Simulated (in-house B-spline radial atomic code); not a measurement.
Atomic self-consistent-field run: Ba²⁺. Level of theory: Dirac-Kohn-Sham LDA PW92, spherical fractional occupations, Fermi nucleus of rms radius 4.8378 fm; calculated with a radial B-spline atomic code at the basis-set limit.

Command:
```bash
python run_scf.py task.json out
```
Settings (nuclear radius in fm, mass in u):
```
Z                56
configuration    [Kr] 4d10 5s2 5p6
hamiltonian      dirac
method           lda,pw
spin_polarised   False
nucleus          fermi
rms_radius       4.8378
atomic_mass      137.90525
speed_of_light   137.035999084
```

Output (hartree, bohr):
```
 radial grid: 79 intervals, B-splines of order 8, outer radius 53.7037 bohr

 iter        energy (Eh)    residual
    1       -8125.191702    4.06e-01
    2       -8128.125250    3.68e-01
    3       -8132.054328    4.98e-02
    4       -8132.151809    1.21e-02
    5       -8132.155212    5.47e-03
    6       -8132.156042    1.45e-03
    7       -8132.156098    1.10e-04
    8       -8132.156098    7.83e-06
    9       -8132.156098    3.35e-07

 total energy                     -8132.15610
 kinetic                            8678.2633
 electron-nucleus                 -19757.8925
 Hartree                            3139.0454
 exchange-correlation               -191.5723

 first-order corrections (not in the total)
   Gaunt                             7.3081
   retardation                      -0.7602
   frequency dependence             -0.0769
   self-energy                       4.9939
   Uehling                          -0.7140
   Wichmann-Kroll                    0.0180
   recoil                            0.0215

 orbital      occ     eigenvalue          <r>       <r^2>       <1/r>     <1/r^2>     <1/r^3>       r_max    small
 1s1/2      2.000     -1367.0490    0.0256011 0.000889864     60.6418     8110.85           -     0.01644  4.27e-02
 2s1/2      2.000      -216.4283     0.109381   0.0141708     14.2386     971.091           -     0.09311  9.22e-03
 2p1/2      2.000      -204.0041    0.0919668   0.0104175     14.2292      311.65           -     0.07108  9.26e-03
 2p3/2      4.000      -189.9941    0.0979608   0.0116887     12.9854     229.772     6289.37     0.07616  8.74e-03
 3s1/2      2.000       -46.0345     0.292058   0.0976032     5.11259     199.566           -      0.2669  2.78e-03
 3p1/2      2.000       -40.8068     0.281814     0.09231     5.02873      64.101           -      0.2533  2.73e-03
 3p3/2      4.000       -38.1001     0.293762    0.100077      4.7193     47.7716     1244.91      0.2645  2.59e-03
 3d3/2      4.000       -28.8887     0.264533    0.082717     4.58312     26.3912     202.447      0.2131  2.47e-03
 3d5/2      6.000       -28.3110     0.268285   0.0849357     4.50423     25.3034     185.389      0.2163  2.43e-03
 4s1/2      2.000        -9.3918     0.674211     0.51341     2.10534     46.1321           -      0.6253  8.45e-04
 4p1/2      2.000        -7.4907     0.697008    0.553152     2.00068     14.3268           -      0.6371  7.81e-04
 4p3/2      4.000        -6.9218      0.72466    0.597645     1.89845     10.7522     262.356      0.6616  7.34e-04
 4d3/2      4.000        -3.8108     0.795056    0.734921     1.67174      5.1482     34.5447      0.6908  5.92e-04
 4d5/2      6.000        -3.7142     0.805152    0.753582     1.64649     4.93369     31.3411       0.699  5.79e-04
 5s1/2      2.000        -1.6969      1.62907     2.98237    0.814428     8.08337           -       1.466  1.81e-04
 5p1/2      2.000        -1.1967      1.83838     3.82301    0.714139     2.21896           -       1.616  1.42e-04
 5p3/2      4.000        -1.1170      1.91865     4.16252     0.67946      1.6734     36.5591       1.686  1.31e-04
```

Cost of the run: 2.5 s on 1 thread of Arm Neoverse N1, with other jobs on the host.

For the Dirac Hamiltonian the kinetic term is c α·p + (β - 1)c².
